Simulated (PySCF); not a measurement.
C9H11FP (charge +1).
Atom-mapped SMILES: `[CH2:1]=[C:2]([CH3:3])[PH2+:4][c:5]1[cH:6][cH:7][cH:8][c:9]([F:10])[cH:11]1`

Geometry (GFN2-xTB, Å), atoms numbered from 1 in this order:
```
atom  x, y, z in Å
C1     1.5503   -0.3728    1.7611
C2     2.0952   -0.0936    0.5819
C3     3.5503    0.0916    0.2938
P4     1.0503    0.0935   -0.8792
C5    -0.7185    0.0503   -0.6032
C6    -1.4453   -1.1081   -0.8796
C7    -2.8112   -1.1236   -0.6499
C8    -3.4540   -0.0029   -0.1513
C9    -2.7125    1.1394    0.1200
F10   -3.3223    2.2212    0.5975
C11   -1.3456    1.1883   -0.0957
H12    0.4862   -0.4865    1.8948
H13    2.1600   -0.4974    2.6409
H14    4.1467   -0.1671    1.1642
H15    3.7604    1.1293    0.0315
H16    3.8651   -0.5338   -0.5424
H17    1.3956    1.2744   -1.5017
H18    1.3824   -0.8827   -1.7929
H19   -0.9468   -1.9820   -1.2738
H20   -3.3809   -2.0136   -0.8654
H21   -4.5179    0.0013    0.0258
H22   -0.7978    2.0939    0.1227
```

Definitions: NICS(0) = −σiso at the ring centroid; NICS(1) = −σiso and NICS(1)zz = −σzz at ±1 Å along the ring normal z. Level: GIAO PBE0/pcSseg-1 (PySCF, non-relativistic, gas phase) on the GFN2-xTB geometry, one conformer.

Ring bond lengths (Å), with Mayer bond orders in brackets: C5–C6 1.395 (1.36), C6–C7 1.385 (1.45), C7–C8 1.385 (1.42), C8–C9 1.389 (1.41), C9–C11 1.385 (1.46), C11–C5 1.395 (1.32).

What do the NICS probes read (ppm)?

| ring | type | NICS(0) | NICS(1), two faces | NICS(1)zz, two faces | rms pucker (Å) | centre to ring atoms, mean (Å) |
| --- | --- | --- | --- | --- | --- | --- |
| C5–C6–C7–C8–C9–C11 | 6-membered carbocycle; formal bonds all aromatic | -9.5 | -11.1 / -10.8 | -27.7 / -27.0 | 0.00 | 1.39 |

What do they say, and how far can they be read as aromaticity?

- C5–C6–C7–C8–C9–C11: mean NICS(1)zz -27.3 ppm, shielded, aromatic by this magnetic criterion (flat ring, no four-coordinate atom).

What does the geometric index give? HOMA = 1 − mean of α(R − Ropt)² over the ring bonds, with Krygowski's 1993 parameters (CC: Ropt 1.388 Å, α 257.7 Å⁻²).

- C5–C6–C7–C8–C9–C11: HOMA 0.99 = 1 − EN − GEO, with mean bond length 1.389 Å, EN = α(Ropt − mean)² = 0.000 and GEO = α × variance = 0.005. The geometric and the magnetic index point the same way.

What field does 9.4 T along the ring normal induce along that normal at the first NICS(1) probe listed for ring C5–C6–C7–C8–C9–C11, 1 Å off the ring?

NICSzz × B0 = -27.7 ppm × 9.4 T = -260 μT, against the applied field.

List the ring angles and the Hirshfeld charges of the ring atoms.

- C5–C6–C7–C8–C9–C11: C5 121.0° (-0.045 e), C6 119.4° (-0.032 e), C7 120.6° (-0.009 e), C8 119.2° (-0.017 e), C9 121.7° (+0.118 e), C11 118.1° (-0.047 e); sum 720.0° against 720° for a flat convex ring.

What are the shieldings of the ring atoms and their hydrogens in the same run (means over atoms taken as equivalent)?

```csv
atoms,environment,σ isotropic (ppm),"principal values of the symmetric part, first atom (ppm)"
C5,substituted aromatic carbon,76.3,"-23.4, 85.4, 166.8"
C6,aromatic CH carbon,51.0,"-58.9, 38.0, 173.7"
C7,aromatic CH carbon,45.1,"-62.0, 19.4, 177.8"
C8,aromatic CH carbon,51.3,"-38.6, 21.1, 171.4"
C9,aromatic C–F carbon,12.5,"-76.2, 23.0, 90.7"
C11,aromatic CH carbon,58.9,"-31.6, 41.4, 167.0"
H19,aromatic hydrogen,23.94,"19.8, 23.2, 28.9"
H20,aromatic hydrogen,23.29,"19.7, 24.0, 26.2"
H21,aromatic hydrogen,23.35,"19.8, 23.8, 26.4"
H22,aromatic hydrogen,24.04,"19.5, 23.1, 29.5"
```
